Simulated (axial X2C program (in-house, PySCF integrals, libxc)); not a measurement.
SnSi⁺: from the spin-free to the two-component result

Calculated with an in-house relativistic program for diatomic molecules. Spin-free means the one-electron spin-free X2C Hamiltonian; two-component (2c) means X2C with spin–orbit coupling and atomic mean-field two-electron Coulomb and Gaunt terms, so the difference of the two also holds small scalar two-electron terms. Basis: Sn dyall-cv3z [11s12p9d4f1g], Si dyall-v3z [8s7p2d1f] (cores contracted in-house); Gaussian nuclei, density fitting, unrestricted open shells. Masses: Sn 119.902 u, Si 27.977 u.

Spin-free state: M_S = 3/2, Λ = 0 (beyond evenly filled blocks: σα, π+α, π-α); fragments Sn+ + Si.

```csv
level,Re (Å),ωe (cm⁻¹),De (eV),μ (D)
r2SCAN0,2.525,325.4,2.767,2.12
```

Dipoles are positive if Si is the positive end and refer to the centre of mass.

Two-component determinant lowest at the distance of the search:

Ω = 3/2 (⟨Sz⟩ = 1.49, ⟨Lz⟩ = 0.01 at r2SCAN0); fragments Sn+ + Si.

```json
{"level": "r2SCAN0", "Re (Å)": "2.527", "ωe (cm⁻¹)": "323.3", "μ (D)": "2.14"}
```

(1) From the two tables, how do the constants change at the r2SCAN0 level (2c against spin-free)?

The state is a single determinant with fixed occupations, the lowest that a limited PBE0 search found. Dissociation energies refer to the lowest single-determinant-based atoms at the same level and basis. De is not given where an atomic determinant may have missed its ground term or J level, or where the truncated virtual space spoils (T). Density functionals use the spin component along the axis (collinear). PBE0 can misorder states that lie within some tenths of an eV, so this need not be the ground state of the molecule. The nearest other spin-free determinant of the search, M_S = 1/2, Λ = 0, lies 0.37 eV up at the distance of the search. The functionals have no current-density term, which raises determinants with orbital currents, atoms included. With several unpaired electrons one determinant need not be a pure state. This is the top spin component of a Σ state; components of lower Ω are not single determinants and can lie lower.

## Answers

(1) At the r2SCAN0 level Re goes up by 0.002 Å and ωe falls by 2.1 cm⁻¹.
